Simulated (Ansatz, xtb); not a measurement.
Isomers of C2H10ClPSi2 in order of energy

5 gas-phase structures of C2H10ClPSi2, from a drawn sample of its isomers (lower ones may exist). Each was relaxed with GFN2-xTB; where two conformers were screened, the lower at r2SCAN-D4/def2-SVP is listed:

A. `CC[Si@H](P)[SiH2]Cl`, a singlet
B. `[SiH3]CC[Si@H](P)Cl`, a singlet
C. `CC[Si@]([SiH3])(P)Cl`, a singlet
D. `CC[Si@@H](Cl)P[SiH3]`, a singlet
E. `C[C@@H](Cl)[SiH2]P[SiH3]`, a singlet

Q: Which do you expect lowest at r2SCAN-D4/def2-SVP, and how would the others follow?

A: Calculated order at r2SCAN-D4/def2-SVP: D (0.000), C (0.255), A (0.395), B (0.438), E (1.624) eV. Less than 1 kcal/mol parts A and B, so the order within that pair means little.

Energies above the lowest of each column, in eV; the last columns are at B3LYP/def2-SVP geometries and were run for some of them only (a dash: not run or not comparable):

```json
{"structure": "D", "GFN2-xTB": "0.000", "HF/STO-3G": "0.000", "r2SCAN-D4/def2-SVP": "0.000", "B3LYP/def2-SVP": "0.000", "CCSD(T)/def2-SVP + ΔMP2/def2-TZVPP": "0.000"}
{"structure": "C", "GFN2-xTB": "0.585", "HF/STO-3G": "0.067", "r2SCAN-D4/def2-SVP": "0.255", "B3LYP/def2-SVP": "0.221", "CCSD(T)/def2-SVP + ΔMP2/def2-TZVPP": "0.247"}
{"structure": "A", "GFN2-xTB": "0.536", "HF/STO-3G": "0.154", "r2SCAN-D4/def2-SVP": "0.395", "B3LYP/def2-SVP": "0.300", "CCSD(T)/def2-SVP + ΔMP2/def2-TZVPP": "0.353"}
{"structure": "B", "GFN2-xTB": "0.443", "HF/STO-3G": "0.284", "r2SCAN-D4/def2-SVP": "0.438", "B3LYP/def2-SVP": "0.342", "CCSD(T)/def2-SVP + ΔMP2/def2-TZVPP": "0.368"}
{"structure": "E", "GFN2-xTB": "1.152", "HF/STO-3G": "1.784", "r2SCAN-D4/def2-SVP": "1.624", "B3LYP/def2-SVP": "–", "CCSD(T)/def2-SVP + ΔMP2/def2-TZVPP": "–"}
```

Every level run on D puts it lowest or level with the lowest. Flexible structures stand in one conformer each, not always the lowest. Frequencies (GFN2-xTB) were run for A, B, C, D alone. ΔMP2 is the change of the MP2 energy from the smaller to the larger basis.

Over these structures GFN2-xTB departs from r2SCAN-D4/def2-SVP by 0.189 eV on average once a common shift is removed. A GFN2-xTB relaxation took about 0.28 s and the r2SCAN-D4/def2-SVP energy about 2.4 s on a shared host (Ansatz 0.2.0, xtb 6.7.1).
